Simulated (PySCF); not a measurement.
Zn(GeH3)2, SMILES [GeH3][Zn][GeH3] at its CAM-B3LYP/def2-SVP optimised geometry (Å):

```
9

Zn    -1.4823    -1.9746    -1.8498
Ge    -0.5563    -0.7406     0.0000
H      0.9860    -0.7406     0.0000
H     -0.9860     0.7406     0.0000
H     -0.9859    -1.3126     1.3664
Ge    -2.4097    -3.2153    -3.6945
H     -1.3262    -3.8995    -4.5527
H     -3.3633    -4.3361    -3.2329
H     -3.2240    -2.3278    -4.6577
```

Calculation: CAM-B3LYP/def2-TZVP (PySCF).

Map of the Laplacian of the electron density (e/bohr⁵) on the plane z = 1.0 Å:

```
|88888888888888888888888888888|
|88888888888888888888888888888|
|88888888888888888888888888888|
|88888888888888888888888888888|
|88888888888888888888888888888|
|88888888888888888888888888888|
|88888888888888888888888888888|
|88888888888888888888888888888|
|88888888888888888888888888888|
|88888888888888888888888888888|
|88888888888888888888888888888|
|88888888888888888888888888888|
|88888888888888888888888888888|
|88888888888888888888888888888|
|88888888889998888888888888888|
|88888888999999988888888888888|
|88888888999999988888888888888|
|88888889888999998888888888888|
|88888889865799998888888888888|
|88888898621479998888888888888|
|88888898600378988888888888888|
|88888899744689888888888888888|
|88888889887899888888888888888|
|88888888999988888888888888888|
|88888888888888888888888888888|
|88888888888888888888888888888|
|88888888888888888888888888888|
|88888888888888888888888888888|
|88888888888888888888888888888|
```
Scale: ten equal steps from -0.367 (start of '0') to 0.089 (end of '9'), in the order '0123456789'; x runs from -3.00 to 3.00, y from -3.00 (bottom) to 3.00 (top).
